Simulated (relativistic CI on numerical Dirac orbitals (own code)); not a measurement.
Line list: Forbidden lines, Ar XI

Method of calculation: Dirac-Coulomb-Breit CI, separate exchange-only KLI orbitals for each configuration, QED by a radiative potential, unscaled Slater integrals (own radial code, finite nucleus).

Configuration list (outside the closed core 1s2): 2s2.2p4, 2s.2p5, 2p6, 2s2.2p3.3s, 2p5.3s, 2s2.2p3.3p, 2p5.3p, 2s2.2p3.3d, 2p5.3d, 2s.2p4.3s, 2s.2p4.3p, 2s.2p4.3d, 2s2.2p3.4s, 2s2.2p3.4p, 2s2.2p3.4d, 2s2.2p3.4f. Levels of other configurations are missing.

```tsv
λ vac (Å)	Lower	Upper	Type	A (s⁻¹)	log gf
29.732	2s2.2p4 1D_2 [4]	2s.2p4.3d 1G_4 [181]	E2	9.19e+08	-2.96
30.570	2s2.2p4 3P_2 [1]	2s.2p4.3d 3F_4 [135]	E2	5.56e+08	-3.15
36.664	2s2.2p4 3P_2 [1]	2s2.2p3.3p 3F_4 [33]	E2	7.15e+07	-3.89
37.643	2s2.2p4 1D_2 [4]	2s2.2p3.3p 1F_3 [34]	E2	1.29e+08	-3.72
37.759	2s2.2p4 3P_2 [1]	2s2.2p3.3p 3P_0 [25]	E2	1.44e+08	-4.51
37.768	2s2.2p4 3P_2 [1]	2s2.2p3.3p 3P_2 [24]	E2	5.27e+07	-4.25
37.785	2s2.2p4 3P_2 [1]	2s2.2p3.3p 3P_1 [23]	E2	1.10e+08	-4.15
37.974	2s2.2p4 3P_1 [2]	2s2.2p3.3p 3P_2 [24]	E2	5.61e+07	-4.22
746.66	2s2.2p4 3P_1 [2]	2s2.2p4 1S_0 [5]	M1	2.48e+03	-6.68
1343.5	2s2.2p4 3P_2 [1]	2s2.2p4 1D_2 [4]	M1	2.38e+02	-6.49
1665.0	2s2.2p4 3P_1 [2]	2s2.2p4 1D_2 [4]	M1	4.30e+01	-7.05
6957.8	2s2.2p4 3P_2 [1]	2s2.2p4 3P_1 [2]	M1	6.57e+01	-5.84
25972.3	2s2.2p4 3P_1 [2]	2s2.2p4 3P_0 [3]	M1	3.02e+00	-6.52
```

Terms are leading LS components. Brackets give the number of a level in order of energy, since labels repeat. The list gives strong lines, with weight on those to low levels, among the lowest 200 of 342 levels, so that lines to higher ones, which can be the strongest, are missing. Levels whose partners in the same complex of configurations lie outside the list can be far off, and so can their lines. Rates are taken at the computed energies, electric ones in the length gauge.

At this charge energies of transitions that change n are usually good to better than 1 %, and those within a shell (Δn = 0) to a few per cent.

LS names give the leading component of a level, which can be under half, so a name can repeat, a term be missing and a line seem to break the LS rules.
